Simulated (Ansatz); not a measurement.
A structure relaxed at PBE-D4/def2-SVP in Ansatz, charge 0, singlet:

```csv
atom,x (Å),y (Å),z (Å)
Zr1,1.5362,0.0648,0.5912
Zr2,-0.6695,-2.4307,1.3200
Zr3,-0.0253,2.3438,-1.2646
Zr4,-1.1158,-0.4740,-1.2631
O5,-0.7037,4.1436,-1.5179
O6,-1.8059,-2.4536,-0.5359
O7,1.9157,1.5110,-1.0122
O8,-0.8902,1.0690,-0.0080
O9,1.1984,-1.6221,1.9745
O10,0.1342,-0.5611,2.0741
O11,1.5708,2.2149,0.2770
O12,-0.6833,0.9844,-2.5672
O13,-2.2470,-1.3205,0.3468
O14,0.6490,-1.1019,-0.7473
H15,-1.0494,5.0320,-1.6795
H16,-1.5080,-3.3904,2.6890
H17,3.3421,-0.2943,0.8670
H18,0.3518,-3.7148,0.4560
```

Q: Give its formula.

A: Zr₄O₁₀H₄ (the lowest singlet isomer of a short search).

Q: Summarise the bond lengths by kind (pairs closer than 1.2 times the sum of covalent radii, bridged metal pairs left out).

A: 21 × O–Zr 1.94 to 2.79 Å; 3 × O–O 1.50 to 1.51 Å; 3 × H–Zr 1.85 to 1.87 Å; 1 × H–O 0.97 Å.

In the def2 sets Zr takes a core potential; there is no spin–orbit coupling. The structure holds 3 bonds between oxygen atoms, so isomers without such links may lie far lower. The structure comes from a short search, and lower isomers may exist.
